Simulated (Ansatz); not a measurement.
`O[SiH](F)[SiH2]F` → `O[SiH2]F` + `F[SiH]` at 600 K and 1 bar (silylene formation by 1,1-elimination).

Gas-phase electronic energies from Ansatz, PBE0-D4/def2-TZVP geometries. CCSD(T)/CBS is the MP2 limit (def2-TZVPP, def2-QZVPP) plus CCSD(T) − MP2 in def2-TZVPP, frozen cores. This one scheme is used for every species. Each species was taken in one conformer, which may not be the lowest.

| species | CCSD(T)/CBS energy (Eh) | H − E (kJ/mol) | S (J/(mol·K)) |
| --- | --- | --- | --- |
| `O[SiH](F)[SiH2]F` | -855.49429 | 185.2 | 456.1 |
| `O[SiH2]F` | -465.96250 | 127.7 | 331.4 |
| `F[SiH]` | -389.46371 | 45.2 | 268.7 |

H − E and S are ideal-gas, rigid-rotor, harmonic terms from PBE0-D4/def2-TZVP, for one conformer and one mirror image of each species. 1 Eh = 2625.50 kJ/mol, R = 8.31446 J/(mol·K).

Problem. By hand: ΔE, ΔH, ΔS and ΔG.

Solution. ΔE = (-465.96250) + (-389.46371) − (-855.49429) = 0.06808 Eh = 178.7 kJ/mol. Δ(H − E) = 127.7 + 45.2 − 185.2 = -12.3, so ΔH = 166.4 kJ/mol. ΔS = 331.4 + 268.7 − 456.1 = 144.0 J/(mol·K). ΔG = 166.4 − 600 × (144.0)/1000 = 80.0 kJ/mol.

Problem. By hand: the equilibrium constant, and the temperature at which ΔG would vanish if ΔH and ΔS stayed fixed.

Solution. log₁₀ K = −ΔG/(RT ln 10) = -7.0. ΔG = 0 at ΔH/ΔS = 1156 K.

The number of gas molecules changes by +1, which sets the sign of ΔS. A doubt of 5 kJ/mol in ΔE shifts log₁₀ K by 0.4 here. Other conformers and mirror images would add mixing entropy, several J/(mol·K) or more a flexible species. Modes under 60 cm⁻¹, often nearly free rotors, make the harmonic entropy too high. These are equilibria of isolated gas molecules and say nothing of rates. Largest T1 diagnostic: 0.015 (customary marks: 0.02 for closed shells, 0.045 for open ones).
